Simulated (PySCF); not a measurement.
# Trend along group 12: MS cations

r²SCAN with double-zeta basis sets in PySCF, for the lowest determinant that a PBE0 search found; no spin–orbit coupling. De refers to high-spin ground-configuration atoms (the charge goes to the atom of lower measured ionisation energy or higher electron affinity, which is not always the lowest computed limit). A positive dipole points towards S; it is taken about the centre of mass and depends on that origin.

| M | basis | charged atom | state (unpaired electrons) | Re (Å) | ωe (cm⁻¹) | De (eV) | μ (D) |
| --- | --- | --- | --- | --- | --- | --- | --- |
| Zn | def2-SVP | Zn+ | doublet (π ↑) | 2.154 | 400 | 2.18 | -4.08 |
| Hg | def2-SVP | S+ | doublet (π ↑) | 2.341 | 317 | 2.00 | -0.23 |

Q: The row for M = Cd is missing. Estimate Re, ωe and De as the mean of the rows for Zn and Hg, and compare with the calculation.

A: The means are 2.248 Å, 358 cm⁻¹ and 2.09 eV. r²SCAN in def2-SVP gives CdS⁺ as a doublet (π ↑) with Re = 2.348 Å, ωe = 338 cm⁻¹, De = 1.78 eV, so the estimate is off by -10.0 pm, +6 % and +0.31 eV.

Spin–orbit coupling is left out, which matters for elements this heavy, above all for dissociation energies. For an ion De counts to the pair picked by the measured ionisation energies or electron affinities, which need not be the lowest pair at this level. States were picked by a PBE0 search and need not be the measured ground states.
